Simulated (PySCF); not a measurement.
# Excitation energy of Pt⁺ by level of theory

Pt⁺ [Xe] 4f14 5d9 (2D) → Pt⁺ [Xe] 4f14 5d8 6s1 (4F), as a difference of total energies. Computed with PySCF 2.14 in x2c-TZVPPall, with the spin-free X2C one-electron Hamiltonian (Gaussian nucleus). Correlated levels: valence: [Xe] 4f14 frozen; valence and next inner shell: [Kr] 4d10 4f14 frozen. The calculations carry no spin-orbit coupling.

```
                                method  excitation energy (cm⁻¹)
                                   UHF                    2378.5
                                   LDA                    7105.1
                                   PBE                    5906.8
                                  PBE0                    6055.5
                                r2SCAN                    3648.5
                                PBEsol                    6107.1
                               LC-wPBE                    7125.6
                                  MN15                    6411.5
                         MP2 (valence)                    7326.5
                     SCS-MP2 (valence)                    8561.4
    MP2 (valence and next inner shell)                    6613.8
SCS-MP2 (valence and next inner shell)                    7331.7
```

Question: How much does correlation contribute at MP2 (valence and next inner shell)?

Answer: 6613.8 − (2378.5) = 4235.3 cm⁻¹, measured against UHF.

A first-order spin-orbit estimate (lowest level to lowest level, LS coupling) adds -0.315 eV.

The basis was made for the ground configuration and has no added diffuse functions, so the excitation energy can come out too high.
